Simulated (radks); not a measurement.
Charge is removed step by step from the 1s down level of the fluorine ion F+, starting from 1s(up 1, down 1) 2s2 2p4. Method: non-relativistic Kohn-Sham, PBE, spin-polarised, spherical densities, point nucleus; open shells are filled with parallel spins first; computed with a radial shooting solver on a logarithmic mesh with Libxc functionals.

removed (e)	E - E(0) (eV)	eigenvalue (eV)	E minus straight line (eV)
0	0.000	-682.09	0.000
0.1	68.618	-690.26	-3.338
0.2	138.05	-698.33	-5.863
0.3	208.28	-706.28	-7.586
0.4	279.30	-714.06	-8.523
0.5	351.08	-721.58	-8.693
0.6	423.60	-728.76	-8.128
0.7	496.82	-735.41	-6.870
0.8	570.66	-741.20	-4.986
0.9	645.00	-745.31	-2.595
1	719.55	-743.81	0.000

Removing the whole electron costs 719.55 eV by Delta-SCF, against 682.09 eV from minus the eigenvalue at the starting occupation. Slater's transition state (half an electron removed) gives 721.58 eV. Integrating minus the eigenvalue over the occupation (Janak's theorem) gives 719.53 eV. The mean slope of the eigenvalue, de/dn, is 61.7 eV per electron.
